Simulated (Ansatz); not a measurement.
Geometry optimisation, UKS PBE/def2-SVP in Ansatz.

input.yaml

```yaml
crystal:
  periodic: [false, false, false]
  atoms:
    - { symbol: Si, position_ang: [-1.3031, -0.4029, -0.2927] }
    - { symbol: O, position_ang: [-0.8061, -1.939, 1.0029] }
    - { symbol: H, position_ang: [-1.342, -1.4976, -1.2405] }
    - { symbol: H, position_ang: [-2.1127, 0.1649, 0.7776] }
    - { symbol: "N", position_ang: [-1.3366, 0.9348, -1.3782] }
    - { symbol: H, position_ang: [0.2831, -1.2938, 0.8748] }
    - { symbol: O, position_ang: [0.6723, -0.2268, 0.291] }
    - { symbol: Si, position_ang: [2.0108, 0.6541, 0.3272] }
    - { symbol: H, position_ang: [-1.0715, -1.8662, 1.9192] }
    - { symbol: H, position_ang: [-1.3176, 1.8847, -1.0429] }
    - { symbol: H, position_ang: [-0.8752, 0.8817, -2.2701] }
    - { symbol: H, position_ang: [2.0056, 1.6006, -0.7903] }
    - { symbol: H, position_ang: [2.0565, 1.3832, 1.6004] }
    - { symbol: H, position_ang: [3.1367, -0.2777, 0.2215] }
magnetization:
  spin_polarized: true
basis:
  gaussian: { orbitals: def2-SVP }
hamiltonian:
  xc: pbe
relax:
  f_tol: 0.15
  max_steps: 25
  restrain:
    - { distance: [0, 6], at: 1.77, k: 30.0 }
    - { distance: [5, 1], at: 0.97, k: 30.0 }
    - { distance: [0, 1], at: 3.07, k: 30.0 }
    - { distance: [5, 6], at: 2.27, k: 30.0 }
```

Run as:

```bash
$ ansatz run input.yaml --threads 4 --pin off --max-ram 5120MiB --backend cpu --events-out ev --progress --plain --runs-dir out
```

**Question.** Where does it end, and by what steps?

**Answer.** It converged. The restraints hold the end off the free minimum; the threshold counts their pulls, which the force column leaves out. Restrained pairs: Si1–O7 (2.07 → 1.74 Å), O2–H6 (1.27 → 0.97 Å), Si1–O2 (2.07 → 3.07 Å), H6–O7 (1.28 → 2.27 Å). After 10 steps the energy has fallen by 1.390 eV (the restraints' own energy left out); H6 moved furthest, 1.02 Å.

```tsv
step	energy less start (eV)	largest force component (eV/Å)	accepted
0	0.0000	3.462	yes
1	-0.1962	3.585	yes
2	-0.2726	4.331	yes
3	-0.5239	3.888	yes
4	-1.1449	1.373	yes
5	-1.2769	1.161	yes
6	-1.3014	1.826	yes
7	-1.3677	0.713	yes
8	-1.3838	0.784	yes
9	-1.3738	0.789	no
10	-1.3903	0.739	yes
```

```xyz
14
Properties=species:S:1:pos:R:3
Si -1.055 -0.138 -0.447
O -0.808 -2.497 1.501
H -1.305 -1.388 -1.220
H -1.967 0.118 0.711
N -1.275 1.193 -1.531
H 0.074 -2.244 1.173
O 0.566 -0.267 0.181
Si 1.919 0.717 0.249
H -0.931 -1.860 2.230
H -1.363 2.152 -1.190
H -0.899 1.175 -2.482
H 1.970 1.667 -0.920
H 1.932 1.529 1.519
H 3.143 -0.156 0.226
```

The run took 46 s on 4 threads of Arm Neoverse N1, on a shared host, peak memory 0.21 GiB.
